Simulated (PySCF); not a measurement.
# What a mistake does to a calculation on BGeH7NSi cation

Calculated results; nothing here was measured. They come from PySCF 2.14.0, an open-source quantum chemistry program, on an isolated molecule that a program drew, which may never have been made. The molecule is BGeH7NSi cation (charge +1, singlet), drawn as the SMILES string `B[N]([SiH3])[GeH2+]`.

Each row is a Hartree-Fock (HF) and frozen-core CCSD(T) single point in the cc-pV(D+d)Z basis, meant for a local HF minimum. Run 1 is clean. Each other run has one planted mistake out of seven kinds, and not every kind appears here: one electron removed, one electron added, multiplicity raised by two, geometry at a saddle point, minimal basis STO-3G, one bond length entered in bohr, all coordinates scaled. The reference is restricted for singlets and unrestricted otherwise, and also for a bond in bohr. Adding or removing an electron swaps singlet and doublet. Electrons count all cores. HOMO and LUMO are orbital energies over both spins, the gradient is its largest component, and the lowest frequency (negative if imaginary) is given only where the gradient is small. Bond lengths are over the 10 bonds as drawn. T1 is the CCSD diagnostic: over 0.02 (restricted) or 0.045 (unrestricted) a single reference is doubtful. Germanium has the cc-pVDZ-PP basis, with a core potential (ECP10MDF) in place of its 10 inner electrons, and its 3s, 3p and 3d shells are frozen in CCSD(T).

Geometry of the clean run:
```xyz
11
BGeH7NSi cation, angstrom
B    -0.0595    0.8478   -1.0957
N     0.9836    0.0830   -0.4125
Si    2.6902    0.1895   -1.0623
Ge    0.5051   -0.8728    0.9775
H    -1.1826    0.7952   -0.6908
H     0.2470    1.5037   -2.0417
H     3.0931    1.5970   -0.9722
H     3.4771   -0.6772   -0.1675
H     2.6540   -0.3158   -2.4388
H    -0.9430   -0.8599    1.3937
H     1.5541   -1.6736    1.7082
```

```
run,electrons,basis functions,<S^2>,HOMO (eV),LUMO (eV),gradient (hartree/bohr),lowest frequency (cm^-1),mean bond (Å),longest bond (Å),T1,HF (hartree),CCSD(T) (hartree),mistake
1,64,109,0.000,-16.74,-4.93,2.2e-05,119,1.4854,1.829,0.0150,-665.30161,-665.80271,no fault
2,63,109,0.777,-21.53,-14.67,1.1e-01,-,1.4854,1.829,0.0359,-664.71491,-665.20124,one electron removed
3,64,109,0.660,-14.11,-5.10,2.1e-02,-,1.5914,2.251,0.0600,-665.17462,-665.67775,one bond length entered in bohr
4,64,109,2.068,-11.29,-9.59,1.3e-01,-,1.4854,1.829,0.0378,-665.10158,-665.61665,?
```

**Which mistake was planted in run 4, and what did it cost?**

Electrons, basis and geometry are unchanged, and <S^2> is 2.068, beside S(S+1) = 2.00 for a multiplicity of 3. So the mistake is: multiplicity raised by two. Subtracting run 1 and multiplying by 627.51 kcal/mol a hartree, the energy moved by 125.5 kcal/mol in HF and 116.8 kcal/mol in CCSD(T).

Cautions from the logs. Run 3: T1 is over the limit, so its CCSD(T) energy is less reliable.
